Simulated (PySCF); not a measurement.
## Interval between two levels of In by level of theory

In [Kr] 4d10 5s2 5p1 [2P3/2, M_J = 3/2] → In [Kr] 4d10 5s1 5p2 [4P5/2, M_J = 5/2], as a difference of total energies. Calculation: PySCF 2.14, in x2c-TZVPall-2c; the two-component X2C-1e Hamiltonian. Correlated levels: [Ar] 3d10 frozen; the 6 highest virtual spinors dropped. "Screened" scales the spin-orbit matrix elements by Boettger's factors to mimic the two-electron term; Breit and QED terms are absent.

| method | interval between two levels (cm⁻¹) | error (cm⁻¹) |
| --- | --- | --- |
| GHF (spin-free) | 23375 | -11864 |
| GMP2 (spin-free) | 34747 | -492 |
| GHF (screened spin-orbit) | 23420 | -11819 |
| GMP2 (screened spin-orbit) | 34783 | -457 |

Reference: 35239 cm⁻¹ (measured; NIST Handbook of Basic Atomic Spectroscopic Data (Sansonetti and Martin, J. Phys. Chem. Ref. Data 34, 1559 (2005))).

The spin-free rows relax to the high-spin LS determinant and lack the spin-orbit shift.

Errors of the correlated levels include the incompleteness of this basis and the frozen core.

The labels give the starting determinants; with spin-orbit coupling the two ends relaxed to ⟨J²⟩ = 3.76, ⟨L²⟩ = 2.03, ⟨S²⟩ = 0.77 and ⟨J²⟩ = 8.76, ⟨L²⟩ = 2.04, ⟨S²⟩ = 3.76.
